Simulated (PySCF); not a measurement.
## [CrCl6]3-: what the settings change

[CrCl6]3- holds Cr(III), d3, at total charge -3. The structure is a PBE0-D3(BJ)/def2-SVP, IEF-PCM water geometry optimised for multiplicity 4; coordination octahedral, point group Oh, metal–donor distances 2.40 Å.

```
7

Cr    0.000    0.000    0.000
Cl    0.000    2.397    0.000
Cl    0.000   -2.397    0.000
Cl    0.000    0.000    2.397
Cl    0.000    0.000   -2.397
Cl    2.397    0.000    0.000
Cl   -2.397    0.000    0.000
```

Method (PySCF 2.14, density fitting): CASSCF(3,5) with orbitals averaged over all microstates of the shell, strongly contracted NEVPT2 on the averaged canonical orbitals; basis x2c-TZVPall on the metal, x2c-SVPall elsewhere; spin-free X2C; IEF-PCM water; spin-orbit coupling by state interaction with the mean-field operator over all roots.

Base run: NEVPT2 ground state 4A2g, next 4T2g at 13847, then 2Eg at 17058 cm⁻¹, 10Dq(CASSCF) 10311, B(CASSCF) 1000, ζ 242 cm⁻¹, g 1.963 1.963 1.963, μeff(300 K) 3.83 μB.

Problem. What happens with the basis x2c-TZVPall on all atoms?

Solution. NEVPT2 ground state 4A2g, next 4T2g at 13581, then 2Eg at 16965 cm⁻¹, 10Dq(CASSCF) 10289, B(CASSCF) 998, ζ 241 cm⁻¹, g 1.962 1.962 1.962, μeff(300 K) 3.83 μB. It took 42 s against 14 s on a shared host of the same kind.

Problem. What happens with orbitals averaged over the highest spin alone?

Solution. NEVPT2 ground state 4A2g, next 4T2g at 13431, then 2Eg at 17211 cm⁻¹, 10Dq(CASSCF) 10310, B(CASSCF) 1026, ζ 249 cm⁻¹, g 1.959 1.959 1.959, μeff(300 K) 3.83 μB.

No frequencies were computed for the optimised geometry. Charge-transfer states lie outside this active space and may come lower than some of these levels. NEVPT2 lifts 4T2g from 10838 to 13847 cm⁻¹; on the d shell alone it tends to overshoot states that fill the eg-type orbitals. NEVPT2 on the d shell alone tends to put d–d bands too high for such charged or covalently bound ions.
